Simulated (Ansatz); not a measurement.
Q: Name a neutral molecule of O, Sb, Si and H with HOMO–LUMO gap (ωB97M-V/def2-TZVPP) between 9.40 and 9.70 eV and HOMO–LUMO gap (PBE0/def2-TZVPP) between 5.65 and 5.95 eV (Ansatz, PBE0-D4/def2-TZVP geometry).

A: `[OH][SbH][SiH3]` (9.42 eV, 5.70 eV). Other molecules can fit too; these were computed, each in one conformer that needn't be the lowest.
